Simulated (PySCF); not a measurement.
TcO3Cl: breathing scan

These are results of PySCF, PBE0, basis Tc def2-SVP with ECP28, O def2-SVP, Cl def2-SVP (scalar-relativistic core potentials, no spin–orbit coupling, density fitting), not measurements.

Rigid scan from the singlet minimum (Tc–Cl 2.234 Å, Tc–O 1.659 Å (×3); Cl–Tc–O 109.2° (×3), O–Tc–O 109.7° (×3)). Coordinate: all bonds to the central atom scaled together. Energies in kJ/mol from the minimum.

```json
{"scale of all bonds to the centre": "0.88", "E (kJ/mol)": "655.3", "dipole size (D)": "0.95"}
{"scale of all bonds to the centre": "0.92", "E (kJ/mol)": "254.9", "dipole size (D)": "1.03"}
{"scale of all bonds to the centre": "0.96", "E (kJ/mol)": "55.9", "dipole size (D)": "1.06"}
{"scale of all bonds to the centre": "1.00", "E (kJ/mol)": "0.0", "dipole size (D)": "1.06"}
{"scale of all bonds to the centre": "1.04", "E (kJ/mol)": "43.5", "dipole size (D)": "1.02"}
{"scale of all bonds to the centre": "1.08", "E (kJ/mol)": "154.2", "dipole size (D)": "0.96"}
{"scale of all bonds to the centre": "1.14", "E (kJ/mol)": "395.9", "dipole size (D)": "0.85"}
{"scale of all bonds to the centre": "1.22", "E (kJ/mol)": "781.0", "dipole size (D)": "0.67"}
{"scale of all bonds to the centre": "1.35", "E (kJ/mol)": "1408.5", "dipole size (D)": "0.34"}
```

At long bonds a restricted determinant can lie too high, and another spin state can fall below this curve.
